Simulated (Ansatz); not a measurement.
OSc, SMILES [O]=[Sc] (connectivity only; charge and spin as stated), neutral, multiplicity 2.

Geometry optimised at B3LYP-D3(BJ)/def2-TZVPD.

Two levels are set side by side: PBE/def2-TZVPD (Ansatz, an electronic-structure program) and CAM-B3LYP/def2-TZVPD (Ansatz). Energy differences of separate SCF runs at the same geometry; the states with an electron removed or added have multiplicity 1 and 1. Differences are taken from unrounded values.

| quantity | CAM-B3LYP |
|---|---|
| vertical ionisation energy (eV) | 6.60 |
| vertical electron affinity (eV) | 1.16 |

### Question
What does PBE give, and how far is it from CAM-B3LYP? (Estimate from the structure and the level; the computed values follow.)

### Answer

| quantity | PBE | PBE minus CAM-B3LYP |
|---|---|---|
| vertical ionisation energy (eV) | 6.41 | -0.20 |
| vertical electron affinity (eV) | 1.09 | -0.07 |
